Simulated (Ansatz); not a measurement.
Mg(NMe2)(SH) (C2H7MgNS), SMILES C[N](C)[Mg][SH].

Geometry optimised at TPSSh-D3(BJ)/def2-SVP. The structure was generated by enumeration; whether it is a known compound was not checked. One conformer was computed; it need not be the lowest.

Two levels are set side by side: PBE/def2-SVPD (Ansatz, an electronic-structure program) and CAM-B3LYP/def2-SVPD (Ansatz). Energy differences of separate SCF runs at the same geometry; the states with an electron removed or added have multiplicity 2 and 2. Differences are taken from unrounded values.

```tsv
quantity	CAM-B3LYP
vertical ionisation energy (eV)	7.66
vertical singlet–triplet gap (eV)	3.28
```

### Question
What does PBE give, and how far is it from CAM-B3LYP? (Estimate from the structure and the level; the computed values follow.)

### Answer

```
quantity                            PBE  PBE minus CAM-B3LYP
---------------------------------  ----  -------------------
vertical ionisation energy (eV)    7.44                -0.23
vertical singlet–triplet gap (eV)  2.91                -0.37
```
